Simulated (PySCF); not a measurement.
# Fractional electron number in Mn²⁺ (manganese, charge +2)

The 3d alpha orbital of [Ar] 3d5 is emptied in steps (occupation f), with all orbitals relaxed, ending at [Ar] 3d4. Computed with PySCF 2.14 in def2-SVP, with the non-relativistic Hamiltonian (point nucleus). The exact energy is a straight line in f; departures are measured from the line between the end points of the same method.

| f | UHF (eV) | LDA (eV) | PBE (eV) |
| --- | --- | --- | --- |
| 1 | 0.000 | 0.000 | 0.000 |
| 0.9 | 0.183 | -0.800 | -0.786 |
| 0.7 | 0.415 | -1.885 | -1.851 |
| 0.5 | 0.478 | -2.267 | -2.223 |
| 0.3 | 0.390 | -1.924 | -1.884 |
| 0.1 | 0.162 | -0.833 | -0.814 |
| 0 | 0.000 | 0.000 | 0.000 |

```tsv
method	E(f=0) − E(f=1) (eV)	−ε at f=1 (eV)	−ε at f=0.5 (eV)
UHF	32.994	35.065	32.919
LDA	35.057	26.216	34.942
PBE	34.704	26.010	34.604
```

Orbital energy along the path (eV):

```tsv
f	UHF	LDA	PBE
1	-35.065	-26.216	-26.010
0.9	-34.595	-27.909	-27.681
0.7	-33.718	-31.371	-31.094
0.5	-32.919	-34.942	-34.604
0.3	-32.192	-38.624	-38.210
0.1	-31.530	-42.419	-41.909
0	-31.221	-44.358	-43.791
```

Reference removal energy between the ground levels: 33.668 ± 0.012 eV (measured; NIST Atomic Spectra Database, ionization energies). The calculation has no spin-orbit coupling. The determinant left behind need not be the lowest term of the ion. UHF lacks correlation.
